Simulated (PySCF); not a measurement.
C₆H₁₈OSi₂: calculation and literature

Numbering as in the mapped SMILES `[CH3:1][Si:2]([CH3:3])([CH3:4])[O:5][Si:6]([CH3:7])([CH3:8])[CH3:9]`. Hydrogens are named by the atom that carries them.

What is known from experiment: δ $^{13}$C C1/C3/C4/C7/C8/C9 2.1; δ $^{1}$H H(C1)/H(C3)/H(C4)/H(C7)/H(C8)/H(C9) 0.07 ppm (measured; solution, CD3CN, 298 K; Fulmer et al., Organometallics 2010, 29, 2176).
δ $^{13}$C C1/C3/C4/C7/C8/C9 2.3 ppm (measured; solution, D2O, 298 K; Fulmer et al., Organometallics 2010, 29, 2176).
δ $^{13}$C C1/C3/C4/C7/C8/C9 1.9 ppm (measured; solution, C6D5Cl, 298 K; Fulmer et al., Organometallics 2010, 29, 2176).
δ $^{13}$C C1/C3/C4/C7/C8/C9 2.0; δ $^{1}$H H(C1)/H(C3)/H(C4)/H(C7)/H(C8)/H(C9) 0.07 ppm (measured; solution, CD2Cl2, 298 K; Fulmer et al., Organometallics 2010, 29, 2176).

Method: coordinates at the PBE0-D3(BJ)/def2-SVP level, shielding tensors at WP04/pcSseg-1 (GIAO), in PySCF 2.14.0 with density-fitted response routines (single conformer, fast rotation and ring inversion assumed for equivalent nuclei, gas phase, relativity neglected).

Problem. How close does the calculation come?

Solution. 
Reference values: measured (solution, CD3CN, 298 K; Fulmer et al., Organometallics 2010, 29, 2176).
```json
{"atoms": "C1/C3/C4/C7/C8/C9", "quantity": "δ $^{13}$C", "reference": "2.1", "computed": "1.8", "computed, scaled": "-0.7"}
{"atoms": "H(C1)/H(C3)/H(C4)/H(C7)/H(C8)/H(C9)", "quantity": "δ $^{1}$H", "reference": "0.07", "computed": "0.07", "computed, scaled": "–"}
```

Reference values: measured (solution, D2O, 298 K; Fulmer et al., Organometallics 2010, 29, 2176).
| atoms | quantity | reference | computed | computed, scaled |
| --- | --- | --- | --- | --- |
| C1/C3/C4/C7/C8/C9 | δ $^{13}$C | 2.3 | 1.8 | -0.7 |

Reference values: measured (solution, C6D5Cl, 298 K; Fulmer et al., Organometallics 2010, 29, 2176).
```csv
atoms,quantity,reference,computed,"computed, scaled"
C1/C3/C4/C7/C8/C9,δ $^{13}$C,1.9,1.8,-0.7
```

Reference values: measured (solution, CD2Cl2, 298 K; Fulmer et al., Organometallics 2010, 29, 2176).
```csv
atoms,quantity,reference,computed,"computed, scaled"
C1/C3/C4/C7/C8/C9,δ $^{13}$C,2.0,1.8,-0.7
H(C1)/H(C3)/H(C4)/H(C7)/H(C8)/H(C9),δ $^{1}$H,0.07,0.07,–
```

Computed shifts are σ(ref) − σ with the named reference compound (TMS for H and C) calculated as an isolated molecule at the same level. The measured values may be among those fitted. Scaled to experiment by linear calibration (H and C: mostly CDCl3 data, vs TMS): $^{13}$C (scatter 1.9 ppm rms). Occasional misses reach two or three times the rms, and more in compound classes unlike the fitted ones.

Problem. How far are the unscaled $^{13}$C shifts from the references?

Solution. Mean signed difference -0.27 ppm, mean absolute 0.27 ppm over 4 comparisons; the largest is -0.5 ppm at C1/C3/C4/C7/C8/C9 (methyl carbon bonded to Si).

Problem. How far are the unscaled $^{1}$H shifts from the references?

Solution. Mean signed difference +0.00 ppm, mean absolute 0.00 ppm over 2 comparisons; the largest is +0.00 ppm at H(C1)/H(C3)/H(C4)/H(C7)/H(C8)/H(C9) (hydrogen on a methyl carbon bonded to Si).

6 of the 23 published NMR values on file for this molecule are compared. The rest: values from further sources, protons in aromatic solvents.
